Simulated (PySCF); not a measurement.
**Oscillator strengths, rates and cross-sections**

C7H16BN.
SMILES: `CN(C)BC1CCCC1`

Computed with TDDFT wB97X-D/def2-SVPD, vertical, gas phase, core orbitals frozen in the response (PySCF). Geometry: PBE0-D3(BJ)/def2-SVP, one conformer, isolated molecule.

A / s⁻¹ = 0.6670 f (ν̃ / cm⁻¹)² and τ = 1/A in vacuum; |μ| follows from f = (2/3) ΔE |μ|² (atomic units, 1 au = 2.5417 D); ∫σ dE = 109.76 f Mb·eV.

The rates are for emission to S0 at the absorption energy, with no other channel.

Energies and rates of the computed singlets with f of 0.002 or more:

```
state  λ (nm)   A (s⁻¹)
   S1   177.6  1.93×10⁷
   S2   176.0  7.52×10⁸
   S3   174.4  4.57×10⁷
   S4   154.0  8.19×10⁶
   S5   150.6  1.06×10⁸
   S6   150.1  3.19×10⁷
   S7   146.9  3.75×10⁷
   S9   143.0  6.33×10⁷
  S10   142.2  2.68×10⁸
```

Question: Go back from the rates to the oscillator strengths and transition dipoles.

Answer: f = A / (0.6670 ν̃²), and |μ| follows from f:

| state | f | \|μ\| (D) | τ | main configurations (H = HOMO, L = LUMO) |
| --- | --- | --- | --- | --- |
| S1 | 0.0091 | 0.59 | 52 ns | H→L (83%), H→L+2 (9%) |
| S2 | 0.349 | 3.62 | 1.3 ns | H→L+1 (90%) |
| S3 | 0.021 | 0.88 | 22 ns | H-1→L+1 (84%) |
| S4 | 0.0029 | 0.31 | 120 ns | H→L+3 (70%), H→L+2 (13%), H→L+4 (8%) |
| S5 | 0.036 | 1.08 | 9.4 ns | H→L+2 (30%), H→L+4 (25%), H→L+3 (16%) |
| S6 | 0.011 | 0.59 | 31 ns | H-1→L (69%) |
| S7 | 0.012 | 0.62 | 27 ns | H-3→L+1 (54%), H-2→L+1 (28%) |
| S9 | 0.019 | 0.77 | 16 ns | H-2→L+2 (25%), H-2→L (19%), H-1→L+3 (9%) |
| S10 | 0.081 | 1.57 | 3.7 ns | H-1→L+3 (49%), H-1→L+2 (14%), H-7→L+1 (8%) |

Question: What is the integrated cross-section of all computed states together?

Answer: Σf = 0.543 over S1 to S10, so 109.76 × Σf ≈ 59.6 Mb·eV.

Question: Which computed singlets stay under f = 0.002?

Answer: S8 (8.63 eV, f 0.0010).

Question: How much energy does a mole of photons resonant with S2 carry?

Answer: 7.044 eV × 96.485 = 680 kJ/mol (162 kcal/mol).

All these states lie below the vertical ionisation energy of 9.06 eV (ΔSCF).

Without π bonds the low states are Rydberg-like; a valence basis with one diffuse set may place them up to an eV too high.
